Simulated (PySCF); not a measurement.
C2H8O2Sn, SMILES [CH3][Sn]([CH3])([OH])[OH], singlet at its PBE0/def2-SVP optimised geometry (Å):

```
13

C     -1.7942    -1.5967     1.8265
Sn    -1.0299    -0.7789     0.0000
C     -1.7955    -1.5941    -1.8271
O      0.9649    -0.7789     0.0000
O     -1.3626     1.1776     0.0000
H     -1.1252    -1.3140     2.6509
H     -1.8645    -2.6922     1.7700
H     -2.7939    -1.1803     2.0153
H     -1.1112    -1.3355    -2.6469
H     -2.7821    -1.1536    -2.0296
H     -1.8945    -2.6869    -1.7623
H      1.3626    -1.6558    -0.0016
H     -0.5247     1.6558     0.0038
```

Computed with PBE0/def2-TZVP, def2 effective core potentials past Kr in PySCF. The core electrons that the potentials of Sn replace are not part of the density. Cells within 0.4 Å of a nucleus heavier than hydrogen are left out (blank, or x).

Map of the electron localisation function on the plane z = 1.5 Å:

```
|000000000000000000000000000|
|000000000000000000000000000|
|000000000000000000000000000|
|000000000000000000000000000|
|000000000000000000000000000|
|000000000000000000000000000|
|000000111100000000000000000|
|000000222210000000000000000|
|000001233310000000000000000|
|000001234321000000000000000|
|000000122211000000000000000|
|000000000000000000000000000|
|000000000000000001100000000|
|000100000000000122210000000|
|035543223221000133320000000|
|378886556542000234320000000|
|589998777763100133210000000|
|589998757874100122100000000|
|3789884x2764100000000000000|
|145666524653100000000000000|
|001236888642000000000000000|
|000148999841000000000000000|
|000169999951000000000000000|
|000279999961000000000000000|
|000279999951000000000000000|
|000048999730000000000000000|
|000003665200000000000000000|
```
Scale: ten equal steps from 0.000 (start of '0') to 0.997 (end of '9'), in the order '0123456789'; x runs from -4.00 to 4.00, y from -4.00 (bottom) to 4.00 (top).
